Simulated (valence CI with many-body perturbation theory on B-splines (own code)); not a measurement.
Forbidden lines of Ho17+

Method: configuration interaction combined with many-body perturbation theory (CI+MBPT): four valence electrons over a frozen Dirac-Fock core [Kr] 4d10, a basis of 7 s, 7 p, 7 d, 7 f, 4 g, 2 h functions for each j, with the one-electron correlation potential Σ1, the two-electron term Σ2, the three-electron term Σ3, Breit, model QED; selected CI, second order for the rest, scaled by the run's own slope (own B-spline code, finite nucleus).

No measured levels were compared; by estimate terms of the open shell hold to a few per cent of their energy, and close levels can change places.

Lines 51 to 100 of 120 in falling wavelength, among levels below 436860 cm⁻¹, chosen from the decays that carry over 1 % of a level's rate. Wavelengths and rates use the calculated energies, so an error of 2000 cm⁻¹ moves a line at 749.2 nm by 15 % and its rate by three times that or more. Electric multipoles are in the length gauge, E1 and E2 with the static RPA response of the core. Weak lines are less certain than strong ones. Lines between different terms over intervals too small for the method are left out, as are lines whose strength nearly cancels. Where a level lies close to another of its J and parity, the split of strength between their lines is uncertain.

Names give the largest LS component (configuration and term), which can be under half, so a name can repeat, a term be missing and a line seem to break the LS rules; names also repeat where a configuration has a term twice. Letters in brackets count levels of one name in rising energy.

```
λ vac (nm)         Upper         Lower  Type   A (s⁻¹)  Branch %
     749.2      4f⁴ ⁵G_4  4f⁴ ⁵F_4 [a]    M1  7.22e+00      11.5
     744.9      4f⁴ ⁵G_5      4f⁴ ⁵F_5    M1  3.43e+00       6.8
     698.1      4f⁴ ⁵G_6      4f⁴ ⁵F_5    M1  9.71e+00      25.3
     694.9  4f⁴ ³P_1 [a]      4f⁴ ⁵G_2    M1  1.36e+00       2.4
     687.7  4f⁴ ³G_3 [a]      4f⁴ ⁵S_2    M1  6.65e-01       1.6
     663.6  4f⁴ ³D_2 [a]      4f⁴ ⁵S_2    M1  1.67e+01      24.6
     655.6      4f⁴ ³M_8  4f⁴ ³K_7 [a]    M1  2.54e+01      45.3
     649.4      4f⁴ ³L_8  4f⁴ ³K_7 [a]    M1  1.71e+00       6.8
     633.3      4f⁴ ³L_7  4f⁴ ³K_6 [a]    M1  3.65e+01      51.2
     617.1  4f⁴ ³G_3 [a]      4f⁴ ⁵F_3    M1  1.09e+01      25.9
     597.7  4f⁴ ³D_2 [a]      4f⁴ ⁵F_3    M1  2.60e+01      38.5
     578.2  4f⁴ ³D_3 [a]      4f⁴ ⁵G_3    M1  4.63e+00      13.7
     574.6  4f⁴ ³F_4 [a]      4f⁴ ⁵G_3    M1  1.30e+00       1.3
     562.3  4f⁴ ³D_3 [a]  4f⁴ ⁵F_4 [b]    M1  9.26e+00      27.3
     560.6  4f⁴ ¹D_2 [a]      4f⁴ ⁵G_2    M1  1.25e+00       2.2
     558.8  4f⁴ ³F_4 [a]  4f⁴ ⁵F_4 [b]    M1  3.21e+01      33.3
     556.6  4f⁴ ³F_4 [a]      4f⁴ ⁵F_5    M1  1.61e+01      16.7
     541.5  4f⁴ ³P_1 [a]      4f⁴ ⁵S_2    M1  2.75e+01      49.3
     511.8  4f⁴ ³G_3 [a]      4f⁴ ⁵F_2    M1  4.76e+00      11.3
     498.3  4f⁴ ³D_2 [a]      4f⁴ ⁵F_2    M1  1.37e+00       2.0
     488.8  4f⁴ ³D_2 [a]      4f⁴ ⁵F_1    M1  1.77e+01      26.2
     484.3  4f⁴ ³K_8 [a]      4f⁴ ⁵I_8    M1  3.49e+01      66.3
     467.1  4f⁴ ³H_6 [a]  4f⁴ ³K_6 [a]    M1  7.31e-01       2.4
     457.8  4f⁴ ³K_7 [a]      4f⁴ ⁵I_7    M1  2.49e+01      41.8
     456.3  4f⁴ ¹D_2 [a]      4f⁴ ⁵S_2    M1  2.38e+01      42.7
     438.7  4f⁴ ³D_3 [a]      4f⁴ ⁵S_2    M1  4.09e+00      12.1
     426.2  4f⁴ ³P_1 [a]      4f⁴ ⁵F_2    M1  3.53e+00       6.3
     425.9  4f⁴ ³D_3 [a]  4f⁴ ⁵F_4 [a]    M1  8.09e+00      23.9
     424.2  4f⁴ ¹D_2 [a]      4f⁴ ⁵F_3    M1  3.43e+00       6.1
     423.9  4f⁴ ³F_4 [a]  4f⁴ ⁵F_4 [a]    M1  4.42e+00       4.6
     419.2  4f⁴ ³P_1 [a]      4f⁴ ⁵F_1    M1  2.24e+01      40.2
     417.6  4f⁴ ³K_6 [a]      4f⁴ ⁵I_6    M1  1.35e+01      25.8
     408.9  4f⁴ ³D_3 [a]      4f⁴ ⁵F_3    M1  5.32e-01       1.6
     407.1  4f⁴ ³F_4 [a]      4f⁴ ⁵F_3    M1  1.15e+01      11.9
     392.5  4f⁴ ³K_8 [a]      4f⁴ ⁵I_7    M1  1.69e+01      32.1
     386.3  4f⁴ ⁵F_4 [a]      4f⁴ ⁵I_5    M1  9.65e+00      27.0
     380.5      4f⁴ ⁵F_5      4f⁴ ⁵I_6    M1  4.40e+00      33.5
     373.1      4f⁴ ⁵F_2      4f⁴ ⁵I_4    E2  1.84e-03      37.3
     371.8  4f⁴ ³K_7 [a]      4f⁴ ⁵I_6    M1  3.42e+01      57.4
     371.6  4f⁴ ¹D_2 [a]      4f⁴ ⁵F_2    M1  2.64e+00       4.7
     366.3  4f⁴ ¹D_2 [a]      4f⁴ ⁵F_1    M1  2.33e+01      41.8
     359.3  4f⁴ ³P_0 [a]      4f⁴ ⁵F_1    M1  5.35e+00      74.1
     342.8  4f⁴ ³K_6 [a]      4f⁴ ⁵I_5    M1  3.86e+01      73.9
     331.8      4f⁴ ⁵F_3      4f⁴ ⁵I_4    M1  3.07e-01      13.6
     321.4  4f⁴ ⁵F_4 [a]      4f⁴ ⁵I_4    M1  2.60e+01      72.9
     317.3      4f⁴ ⁵F_5      4f⁴ ⁵I_5    M1  4.30e+00      32.7
     316.6  4f⁴ ⁵F_4 [b]      4f⁴ ⁵I_5    M1  1.97e+01      31.2
     309.9      4f⁴ ³M_8      4f⁴ ⁵I_8    M1  7.33e+00      13.1
     308.5      4f⁴ ³L_8      4f⁴ ⁵I_8    M1  7.50e+00      29.8
     301.2      4f⁴ ³L_9      4f⁴ ⁵I_8    M1  4.47e+00      18.6
```
